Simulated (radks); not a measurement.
Values are calculated unless marked as measured or tabulated.
Q: The antimony ion Sb+, configuration [Kr] 4d10 5s1.5 5p2.5 (fractional occupations, a model configuration). Code: a radial shooting solver on a logarithmic mesh with Libxc functionals. Model: non-relativistic Kohn-Sham, TASK exchange with Perdew-Wang LDA correlation, spin-unpolarised, spherical densities, point nucleus; meta-GGA in the generalised Kohn-Sham scheme; relativity is left out, which matters for an element this heavy. Some entries of the table are withheld. Estimate them.

| orbital | occ. | eigenvalue (hartree) | <r> (bohr) |
|---|---|---|---|
| 1s | 2 | -1074.294 | 0.02985 |
| 2s | 2 | -160.7308 | 0.1288 |
| 2p | 6 | -150.5497 | 0.1098 |
| 3s | 2 | (1) | 0.3440 |
| 3p | 6 | (2) | (3) |
| 3d | 10 | -19.84296 | 0.3056 |
| 4s | 2 | -5.59566 | 0.8249 |
| 4p | 6 | -4.14277 | 0.8683 |
| 4d | 10 | -1.69247 | 1.017 |
| 5s | 1.5 | -0.77284 | (4) |
| 5p | 2.5 | -0.46096 | 2.638 |

A: 
(1) 3s eigenvalue (hartree): -31.95171
(2) 3p eigenvalue (hartree): -27.71747
(3) 3p <r> (bohr): 0.3347
(4) 5s <r> (bohr): 2.272
